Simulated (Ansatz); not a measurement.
Pulling on the Ge2–H3 bond in GaGeH5 (SMILES [GaH2][GeH3]) (multiplicity 1 held, fragments rigid). Energies count from the point at 1.541 Å.
Geometry at that point (charge 0, multiplicity 1):
```xyz
7

Ga    -1.230    -0.078    -0.292
Ge     1.157     0.070     0.274
H      1.982    -1.143    -0.200
H      1.787     1.329    -0.362
H      1.359     0.200     1.799
H     -2.217     1.045     0.203
H     -1.801    -1.270    -1.146
```

R- and RO- levels are restricted; in cc, def2 and unpolarised 6-31G sets they are followed outwards from rest. Unrestricted levels (U-) break spin symmetry where that is lower. Levels need not reach the same state.

The values were computed with Ansatz (an electronic-structure program) with Gaussian orbitals. 

Problem. One of these levels gives 621.2 kJ/mol for the energy at R = 4.932 Å. Which?
A. R-B3LYP/cc-pVTZ
B. R-PBE/cc-pVTZ
C. R-wB97X-V/cc-pVTZ
D. U-PBE/cc-pVTZ

Solution. C, R-wB97X-V/cc-pVTZ. The others give 452.0 (R-PBE/cc-pVTZ), 344.0 (U-PBE/cc-pVTZ), 493.7 (R-B3LYP/cc-pVTZ)

Doubts at one or more of the structures used: a restricted determinant that unrestricted orbitals would lower (R-PBE/cc-pVTZ, R-B3LYP/cc-pVTZ, R-wB97X-V/cc-pVTZ); a spin-contaminated determinant (U-PBE/cc-pVTZ).
